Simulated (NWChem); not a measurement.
Molecule: Si3NH8, doublet; SMILES [SiH2]N([SiH3])[SiH3]

```xyz
12

Si    -1.8013     0.0188    -0.0638
N     -0.0281    -0.0004    -0.0404
Si     0.8227    -1.5567    -0.0046
Si     0.8543     1.5383    -0.0039
H     -2.3029    -1.2041     0.6753
H     -2.2697     1.2755     0.6393
H      2.1314    -1.4206    -0.7311
H     -0.0385    -2.5854    -0.6832
H      1.0983    -2.0137     1.4037
H      1.0942     2.0145     1.4044
H      0.0416     2.5748    -0.7291
H      2.1824     1.3572    -0.6842
```
Atoms are numbered in this order, from 1.

All runs: NWChem. Spin-unrestricted. Geometry: optimised at PBE-D3(BJ)/def2-SVP, spin-unrestricted. No frequency run checked for a minimum. No stability test was run on the SCF state. Total energies compare along this basis series because the functional is fixed.

| level | basis functions | energy (Ha) | highest occupied level (eV) | lowest empty minus highest occupied level, either spin (eV) | dipole (D) | <S²> |
|---|---|---|---|---|---|---|
| TPSS/def2-SVP | 108 | -927.8163 | -4.86 | 1.79 | 0.31 | 0.752 |
| TPSS/def2-SVPD | 156 | -927.8251 | -4.91 | 1.77 | ___ | 0.752 |
| TPSS/def2-TZVP | 190 | -928.1891 | -4.94 | 1.80 | 0.31 | 0.753 |

Q: Fill in the missing entries.

A: 
- TPSS/def2-SVPD, dipole (D): 0.35
